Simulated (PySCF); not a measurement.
C2H4N2SeSi.
SMILES with atom numbers: `[N:1]#[C:2]/[CH:3]=[N:4]\[SiH2:5][SeH:6]` (hydrogens: H7 on C3; H8, H9 on Si5; H10 on Se6)

Computed by this run: PySCF, PBE0-D3(BJ)/def2-SVP geometry optimisation, gas phase; density fitting, grid level 1; the optimiser is geomeTRIC in internal coordinates, started from a GFN2-xTB structure with every atom displaced at random (about 0.01 Å).

Step 0: E = -78314.4951 eV
```
atom  x, y, z in Å  |  force x, y, z in eV/Å
N1      2.1879   -1.2162    1.9492   -0.342   0.819  -1.059
C2      1.8880   -0.5379    1.0441    0.534  -1.378   1.853
C3      1.5009    0.2599   -0.0819    4.313   0.731   1.243
N4      0.4291    0.2438   -0.6372   -4.241  -0.268  -1.987
Si5    -1.1071   -0.5404   -0.3427   -0.066   1.842   0.269
Se6    -2.4330    1.2601    0.2202   -0.418  -0.978   1.116
H7      2.3100    0.9229   -0.4548    0.085  -0.025   0.115
H8     -1.2634   -1.4674    0.7632    0.034  -0.582   0.536
H9     -1.4577   -1.0347   -1.6309   -0.364  -0.747  -1.072
H10    -2.0043    2.0889   -0.8505    0.465   0.587  -1.015
```

Step 1: E = -78314.7737 eV
```
atom  x, y, z in Å  |  force x, y, z in eV/Å
N1      1.9834   -1.2160    1.9801    0.144  -0.234   0.317
C2      1.8665   -0.5472    1.0446   -0.077   0.203  -0.159
C3      1.5901    0.2715   -0.1187   -0.735  -0.161  -0.307
N4      0.4554    0.2804   -0.6944    0.749   0.231   0.217
Si5    -1.0852   -0.4780   -0.3479   -0.154   0.436   0.073
Se6    -2.4724    1.2164    0.3055    0.123  -0.045  -0.079
H7      2.4265    0.8895   -0.4853    0.004   0.015  -0.024
H8     -1.1428   -1.4417    0.7794    0.061  -0.169   0.049
H9     -1.4903   -1.0549   -1.6431   -0.068  -0.206  -0.139
H10    -2.0808    2.0589   -0.8415   -0.049  -0.069   0.051
```

**Question.** Estimate the geometry and energy of step 2. (The exact step hangs on the optimiser's Hessian estimate; all steps are aligned on step 1, rigid shifts and turns removed.)

**Answer.** E = -78314.7820 eV, largest force 0.528 eV/Å
```
atom  x, y, z in Å  |  force x, y, z in eV/Å
N1      2.0993   -1.1984    2.0206    0.126   0.068  -0.056
C2      1.9093   -0.5522    1.0770   -0.494  -0.179   0.048
C3      1.5666    0.2354   -0.0952    0.105   0.301  -0.352
N4      0.4498    0.2892   -0.6883    0.200  -0.138   0.298
Si5    -1.1083   -0.4521   -0.3706   -0.069   0.094   0.050
Se6    -2.4845    1.2317    0.2993    0.026  -0.042   0.006
H7      2.4019    0.8462   -0.4775    0.114   0.011   0.029
H8     -1.1542   -1.4468    0.7405    0.020  -0.049  -0.014
H9     -1.5130   -1.0419   -1.6726   -0.006  -0.057   0.009
H10    -2.1166    2.0679   -0.8546   -0.021  -0.008  -0.017
```

The energy changes by -0.0082 eV. The first-order estimate −F·Δx gives -0.0433 eV and the mean of the old and new forces, exact on a quadratic surface, -0.0078 eV. The step makes an angle of 80° with the force vector and moves no atom by more than 0.124 Å.

What follows is the cost of the whole optimisation. The run took 85 s of wall time on Arm Neoverse V2, one thread, on a shared host, and the process peaked at 0.53 GiB of memory.
